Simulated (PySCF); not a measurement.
A PySCF script (with the pyscf-properties extension) for the NMR shieldings of SMILES ClB([C@H]1CC[C@@H](C)C1=O)Cl, C₆H₉BCl₂O, on a GFN2-xTB geometry:

```python
import basis_set_exchange as bse
import numpy as np
from pyscf import gto, dft
from pyscf.prop import nmr

atoms = """
C    -1.993620    0.709215   -0.896476
C    -1.158193    0.105727    0.227640
C    -0.117877    1.048163    0.830895
C     0.989560    0.122560    1.335396
C     1.063969   -0.996834    0.286926
B     2.029583   -0.738717   -0.958701
Cl    2.485219   -2.043333   -1.970407
Cl    2.583968    0.840954   -1.343118
C    -0.371439   -1.101181   -0.247142
O    -0.796928   -1.998276   -0.918463
H    -1.345990    1.103894   -1.676449
H    -2.635062   -0.052312   -1.332921
H    -2.612945    1.518131   -0.516685
H    -1.832577   -0.263125    1.009877
H     0.274740    1.705801    0.054944
H    -0.530171    1.665685    1.626841
H     0.712558   -0.299725    2.302498
H     1.936214    0.647873    1.446589
H     1.309189   -1.965250    0.731295
"""
names = dict.fromkeys(["C", "B", "Cl", "O", "H"], "pcSseg-1")
basis = {el: gto.basis.parse(bse.get_basis(n, elements=[el], fmt="nwchem")) for el, n in names.items()}
mol = gto.M(atom=atoms, basis=basis, charge=0, verbose=0)
mf = dft.RKS(mol, xc="PBE0")
mf.grids.level = 2
mf.grids.alignment = dft.numint.BLKSIZE   # the property module wants whole blocks of grid points
mf.conv_tol = 1e-9
mf.kernel()

calc = nmr.RKS(mf)   # GIAO
C = mf.mo_coeff
Co = C[:, mf.mo_occ > 0]
resp = mf.gen_response(singlet=True, hermi=2)
def vind(x):   # induced exchange potential for any number of trial vectors
    d = np.einsum("pi,xij,qj->xpq", C, 2 * x.reshape(-1, C.shape[1], Co.shape[1]), Co, optimize=True)
    return np.einsum("xpq,pi,qj->xij", resp(d - d.transpose(0, 2, 1)), C, Co, optimize=True).ravel()
mo1, _ = nmr.rhf.solve_mo1(calc, with_cphf=vind)
sigma = calc.kernel(mo1)
for i, s in enumerate(sigma):   # ppm
    print("%2d %-2s %9.2f" % (i, mol.atom_pure_symbol(i), np.trace(s) / 3))
```

Task: What are the results?

Result: 
```
 0 C     167.72
 1 C     140.12
 2 C     152.37
 3 C     157.85
 4 C     126.48
 5 B      41.78
 6 Cl    648.73
 7 Cl    687.36
 8 C     -32.64
 9 O    -314.19
10 H      31.21
11 H      29.95
12 H      30.55
13 H      29.60
14 H      29.74
15 H      29.50
16 H      29.73
17 H      29.38
18 H      28.67
```

These numbers come from an equivalent density-fitted implementation of the same equations, which agrees with the script to about 0.01 ppm for H and up to a few tenths of a ppm for heavy atoms, so last digits may differ.

Size and cost of the density-fitted run: 229 basis functions, 80 s wall time on 1 thread of an Arm Neoverse N1, shared host; peak memory 0.96 GiB.
